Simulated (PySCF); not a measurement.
Correlation energy of Ti⁺ (titanium, charge +1)

[Ar] 3d3, high-spin 4F determinant (an excited configuration). Calculation: PySCF 2.14, in x2c-QZVPPall; scalar relativity by spin-free X2C-1e. Frozen: [Ne]; 11 electrons correlated.

```tsv
level	correlation energy (mhartree)
CCSD	-317.25
(T)	-7.87
CCSD(T)	-325.12
```

Diagnostics: T1 = 0.0069, D1 = 0.0165, largest double amplitude 0.022.

Cost of the coupled-cluster step: roughly 60 core-seconds, for 11 correlated electrons.

Iterations:

```
CC2 = 0
CCSD nocc = (np.int64(7), np.int64(4)), nmo = (91, 91)
frozen orbitals [[0, 1, 2, 3, 4], [0, 1, 2, 3, 4]]
max_cycle = 100
direct = 0
conv_tol = 1e-08
conv_tol_normt = 1e-06
diis_space = 8
diis_start_cycle = 0
Init t2, MP2 energy = -0.298093916876817
Init E_corr(UCCSD) = -0.298093916877159
cycle = 1  E_corr(UCCSD) = -0.31216181524862  dE = -0.0140678984  norm(t1,t2) = 0.0365254
cycle = 2  E_corr(UCCSD) = -0.316277867848583  dE = -0.0041160526  norm(t1,t2) = 0.00881295
cycle = 3  E_corr(UCCSD) = -0.316957428964021  dE = -0.000679561115  norm(t1,t2) = 0.00441419
cycle = 4  E_corr(UCCSD) = -0.317317077057464  dE = -0.000359648093  norm(t1,t2) = 0.00156482
cycle = 5  E_corr(UCCSD) = -0.317249606280376  dE = 6.74707771e-05  norm(t1,t2) = 0.000569533
cycle = 6  E_corr(UCCSD) = -0.317243062141145  dE = 6.54413923e-06  norm(t1,t2) = 0.00013085
cycle = 7  E_corr(UCCSD) = -0.317248887207184  dE = -5.82506604e-06  norm(t1,t2) = 5.58738e-05
cycle = 8  E_corr(UCCSD) = -0.317248742252841  dE = 1.44954343e-07  norm(t1,t2) = 1.45173e-05
cycle = 9  E_corr(UCCSD) = -0.317248563540536  dE = 1.78712305e-07  norm(t1,t2) = 2.92545e-06
cycle = 10  E_corr(UCCSD) = -0.317248618243893  dE = -5.47033572e-08  norm(t1,t2) = 6.44485e-07
cycle = 11  E_corr(UCCSD) = -0.317248633281057  dE = -1.50371641e-08  norm(t1,t2) = 1.81631e-07
cycle = 12  E_corr(UCCSD) = -0.317248631050391  dE = 2.23066587e-09  norm(t1,t2) = 4.33038e-08
UCCSD converged
E(UCCSD) = -852.8498400176713  E_corr = -0.3172486310503915
UCCSD(T) correction = -0.00786905089615961
```

This basis was not built for core-valence correlation, so the inner-shell part is incomplete.
